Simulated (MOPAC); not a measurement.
MOPAC input (PM6):

```
PM6 1SCF CHARGE=-1 GEO-OK AUX(PRECISION=9) THREADS=1
ClTe

Te   -0.00000000 1   -0.00000000 1   -0.57649326 1
Cl    0.00000000 1    0.00000000 1    1.76339116 1
```

Task: What heat of formation does the run end on, and which ionisation energy by Koopmans theorem?

Result: -48.74 kcal/mol; 2.57 eV.
